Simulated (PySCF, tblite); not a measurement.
Compound: C6H9NSi2.
SMILES with atom numbers: `[CH2:1]=[CH:2][CH2:3][SiH2:4][C:5]#[C:6][SiH2:7][C:8]#[N:9]` (hydrogens: H10, H11 on C1; H12 on C2; H13, H14 on C3; H15, H16 on Si4; H17, H18 on Si7)

Structure optimised with GFN2-xTB, isolated species.

(1) What internal coordinates does the optimisation give?

## Answers

(1) 
```
            bond  length (Å)
           C1=C2       1.321
           C2–C3       1.488
          C3–Si4       1.912
          Si4–C5       1.854
           C5≡C6       1.211
          C6–Si7       1.846
          Si7–C8       1.871
           C8≡N9       1.145
          C1–H10       1.079
          C1–H11       1.077
          C2–H12       1.083
  C3–H13, C3–H14       1.091
Si4–H15, Si4–H16       1.467
Si7–H17, Si7–H18       1.464
```

Bonds in one row agree within 0.01 Å and their mean is given. A selection of angles:
```
      angle  degrees
  C2–C1–H10    121.6
  C2–C1–H11    122.1
 H10–C1–H11    116.3
   C1–C2–C3    124.6
  C1–C2–H12    120.1
  C3–C2–H12    115.3
  C2–C3–Si4    111.1
  C2–C3–H13    110.1
 Si4–C3–H13    109.7
 H13–C3–H14    107.6
  C3–Si4–C5    106.7
 C3–Si4–H15    111.1
 C3–Si4–H16    110.1
 C5–Si4–H15    108.5
 C5–Si4–H16    108.2
H15–Si4–H16    112.0
  Si4–C5–C6    177.5
  C5–C6–Si7    179.1
  C6–Si7–C8    104.4
 C6–Si7–H17    111.4
 C8–Si7–H17    107.3
H17–Si7–H18    114.1
  Si7–C8–N9    179.9
```

Dihedral angles: C1–C2–C3–Si4 -108° (anticlinal); C2–C3–Si4–C5 -62° (synclinal). The mirror-image conformer, all signs reversed, is as good.

Of the pairs four or more bonds apart, H10···H13 is among the closest relative to their van der Waals radii: 2.44 Å, 102 % of the sum of Bondi's values. Si7 (SiH2 silicon) is distorted tetrahedral (angles from 104.4° to 114.1°). Si4 (SiH2 silicon) is tetrahedral (angles from 106.7° to 112.0°). The 4 C–Si bonds span 1.846 Å (C6–Si7, drawn single) to 1.912 Å (C3–Si4, drawn single), a spread of 0.066 Å. The C–C distances run from 1.211 Å (C5≡C6, drawn triple) to 1.488 Å (C2–C3, drawn single), a spread of 0.277 Å.

Point group: C1 (no symmetry element, even within 0.4 Å). Its lowest GFN2-xTB frequency is 7 cm⁻¹, too small to tell a flat minimum from a shallow saddle. The numbers are those of one conformer. 3 starts were optimised and ended at 0.00, 0.13 and 0.22 kcal/mol (GFN2-xTB); the lowest of these is shown.

The numbers are calculated, not measured.
